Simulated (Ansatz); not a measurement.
The same hydrogenolysis along the group C, Si, Ge, Sn.

Isolated molecules relaxed with PBE0-D4/def2-TZVP in Ansatz; ΔE leaves out vibrations. CBS: MP2 limit from def2 TZ/QZ plus the TZ coupled-cluster correction, frozen cores. This one scheme is used for every species. def2 core potentials past Kr. For Se, Sn outer-core shells are correlated without core-valence functions, which leaves a few kJ/mol of doubt a bond. Scalar relativity is left out up to krypton. Each species was taken in one conformer, which may not be the lowest.

Task: Order these by ΔE at CCSD(T)/CBS, lowest first. (Best estimate.)
A. `O[SiH2][SeH]` + H₂ → `[SiH3][SeH]` + H₂O
B. `OC[SeH]` + H₂ → `C[SeH]` + H₂O
C. `[OH][SnH2][SeH]` + H₂ → `[SeH][SnH3]` + H₂O

Result: B (-109.4 kJ/mol), C (+6.6 kJ/mol), A (+73.9 kJ/mol).

Largest T1 diagnostic: 0.012, for `[OH][SnH2][SeH]`.
